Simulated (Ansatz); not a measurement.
A nudged elastic band was laid between two geometries of C₂H₇NOSi (12 atoms, charge 0, multiplicity 1).

Theory: RKS B3LYP-D4/def2-SVP (Ansatz 0.2.0).

| Property | Result |
| --- | --- |
| movable images | 5 |
| climbing image | yes |
| spring | 5.0 eV/Å² |
| optimiser | quadratic models (default) |
| start path | through a guess of the saddle point |
| force threshold | 0.05 eV/Å |
| iteration limit | 60 |
| end points | relaxed |

First end point:

```xyz
12
Properties=species:S:1:pos:R:3
C -2.383 -0.379 0.843
C -1.217 -0.167 0.228
O -0.070 0.130 0.889
Si 1.501 -0.001 0.283
N 1.687 0.586 -1.321
H -3.277 -0.591 0.255
H -2.463 -0.337 1.932
H -1.132 -0.201 -0.868
H 1.902 -1.434 0.248
H 2.292 0.798 1.247
H 1.595 1.564 -1.572
H 1.643 -0.022 -2.131
```

Last end point:

```xyz
12
Properties=species:S:1:pos:R:3
C -2.419 -0.211 0.758
C -1.178 -0.561 0.408
O -0.074 0.116 0.807
Si 1.483 -0.021 0.165
N 1.778 0.831 -1.297
H -3.267 -0.809 0.423
H -2.602 0.664 1.386
H -0.995 -1.446 -0.220
H 1.718 -1.465 -0.119
H 2.341 0.542 1.232
H 1.809 1.846 -1.315
H 1.482 0.458 -2.193
```

(1) What changes between the two ends?

(2) What energy profile does the band end with?

(3) What is the geometry of the highest image?

(4) What are the harmonic wavenumbers there?

Results:

(1) No bond is made or broken.

(2) The forces met the threshold. The highest image is number 3 of 0 to 6, 4.6 kJ/mol above the ends, which have the same energy within 2 meV. A vibrational analysis at the climbing image gives one clearly imaginary mode, 69i cm⁻¹: a first-order saddle point.

```json
{"image": "0", "path coordinate (Å)": "0.00", "energy (kJ/mol)": "0.0"}
{"image": "1", "path coordinate (Å)": "0.55", "energy (kJ/mol)": "0.8"}
{"image": "2", "path coordinate (Å)": "1.11", "energy (kJ/mol)": "2.7"}
{"image": "3", "path coordinate (Å)": "1.66", "energy (kJ/mol)": "4.6"}
{"image": "4", "path coordinate (Å)": "2.93", "energy (kJ/mol)": "0.4"}
{"image": "5", "path coordinate (Å)": "4.20", "energy (kJ/mol)": "0.6"}
{"image": "6", "path coordinate (Å)": "5.47", "energy (kJ/mol)": "0.0"}
```

(3) 
```xyz
12
Properties=species:S:1:pos:R:3
C -2.215 -0.608 0.811
C -1.338 0.173 0.176
O -0.179 0.619 0.729
Si 1.384 0.132 0.322
N 1.828 0.349 -1.327
H -3.149 -0.892 0.322
H -2.022 -0.962 1.826
H -1.527 0.528 -0.848
H 1.506 -1.322 0.611
H 2.234 0.989 1.178
H 1.980 1.269 -1.727
H 1.577 -0.330 -2.039
```

(4) 69i, 64, 164, 268, 303, 368, 488, 557, 690, 756, 811, 861, 876, 899, 930, 946, 983, 1017, 1222, 1332, 1407, 1543, 1713, 2241, 2283, 3114, 3157, 3259, 3573, 3667 cm⁻¹.

Time of the run: 6.5 min on 2 threads of Arm Neoverse V2 (shared host), peak memory 0.23 GiB.
